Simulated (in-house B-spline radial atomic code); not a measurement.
## Ionising Cr VII (Cr6+) with different functionals

Computed with an all-electron radial atomic-structure program (B-spline basis): non-relativistic Hamiltonian, point nucleus, spin-polarised at highest spin, spherical fractional occupations for the functionals, and exact exchange of hybrids averaged over the configuration. The ionisation energy is the difference of two self-consistent energies, [Ne] 3s2 3p6 → [Ne] 3s2 3p5, without Breit or QED terms; ε is the level of the shell that loses the electron (its least bound occupied spin orbital).

| method | rung | ΔSCF (eV) | -ε(3p) (eV) |
| --- | --- | --- | --- |
| PBE0 | global hybrid | 160.42 | 151.77 |
| B3LYP | global hybrid | 160.42 | 151.11 |
| TPSSh | global hybrid | 160.60 | 150.06 |
| M06-2X | global hybrid | 160.00 | 154.89 |
| BHandHLYP | global hybrid | 160.32 | 154.91 |
| r2SCAN0 | global hybrid | 160.97 | 152.50 |
| B97-1 | global hybrid | 160.37 | 151.14 |
| HSE06 | range-separated hybrid | 160.39 | 151.32 |
| wB97X | range-separated hybrid | 160.30 | 154.09 |
| CAM-B3LYP | range-separated hybrid | 160.34 | 153.10 |
| LC-wPBE | range-separated hybrid | 160.42 | 154.14 |

(1) Among the functionals, which spreads more, the ΔSCF values or the orbital energies?

(2) How do they compare with the NIST value?

Results:

(1) The orbital energies: ΔSCF values span about 0.97 eV and the orbital energies 4.85 eV; here energy differences depend much less on the functional than eigenvalues do.

(2) NIST lists 160.29 eV ± 0.06 (semi-empirical, ground level to ground level). Errors run from -0.29 to +0.68 eV; wB97X is closest (+0.01 eV), though others lie within the uncertainty of it, and part of that can be cancellation, since the calculations leave out relativity, Breit-QED terms, multiplet and fine-structure energies.
